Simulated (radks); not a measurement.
Problem. The zinc ion Zn23+, 7 electrons, occupied as [He] 2s2 2p3. Calculated with a radial shooting solver on a logarithmic mesh with Libxc functionals: Dirac Kohn-Sham, PBE, spin-unpolarised, spherical densities, point nucleus; open shells fill j = l - 1/2 first.

Spin-orbit splittings of the eigenvalues, e(l+1/2) - e(l-1/2), with zeta = 2 splitting/(2l+1) and mean radii in bohr:

| shell | occ. | splitting (eV) | zeta (eV) | <r> j=l-1/2 | <r> j=l+1/2 |
|---|---|---|---|---|---|
| 2p | 3 | 27.60 | 18.40 | 0.1830 | 0.1859 |
| 3p | 0 | 7.232 | 4.821 | 0.4863 | 0.4906 |
| 3d | 0 | ? | ? | 0.4257 | 0.4271 |

Estimate the 3d splitting.

Solution. 1.801 eV (zeta = 0.7206 eV).
